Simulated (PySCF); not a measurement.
C₃H₇ClSi, SMILES C/C=C/[SiH2]Cl.

Geometry optimised at PBE0-D3(BJ)/def2-SVP. The structure was generated by enumeration; whether it is a known compound was not checked. The values are those of a single conformer.

All values below come from PySCF 2.14.0 with TDA-PBE/def2-SVPD.

Vertical excitations. The molecule is in vacuum.

Computed UV-visible absorptions:
```
state  energy (eV)  λ (nm)      f                                                             main pairs
-----  -----------  ------  -----  ---------------------------------------------------------------------
S1            5.66     219  0.000                                     HOMO−1→LUMO 86 %, HOMO−2→LUMO 13 %
S2            5.74     216  0.023                                     HOMO−2→LUMO 77 %, HOMO−1→LUMO 13 %
S3            6.31     196  0.244                                       HOMO→LUMO+1 47 %, HOMO→LUMO 42 %
S4            6.79     182  0.050                    HOMO−3→LUMO 58 %, HOMO→LUMO+2 25 %, HOMO→LUMO+1 9 %
S5            6.81     182  0.020                                     HOMO→LUMO+2 64 %, HOMO−3→LUMO 33 %
S6            7.09     175  0.002                                                       HOMO→LUMO+3 99 %
S7            7.17     173  0.079  HOMO−1→LUMO+1 43 %, HOMO−4→LUMO 19 %, HOMO→LUMO+1 14 %, HOMO→LUMO 7 %
S8            7.23     172  0.099                HOMO−1→LUMO+1 42 %, HOMO−2→LUMO+1 27 %, HOMO→LUMO+1 8 %
S9            7.26     171  0.023                                   HOMO−2→LUMO+1 65 %, HOMO−4→LUMO 11 %
S10           7.35     169  0.037                                                     HOMO−1→LUMO+2 79 %
T1            4.21     294      0                                                         HOMO→LUMO 95 %
T2            5.42     229      0                                                       HOMO−1→LUMO 89 %
T3            5.58     222      0                                                       HOMO−2→LUMO 88 %
T4            6.34     196      0                                                       HOMO→LUMO+1 90 %
```
Triplets are in the Tamm–Dancoff approximation.
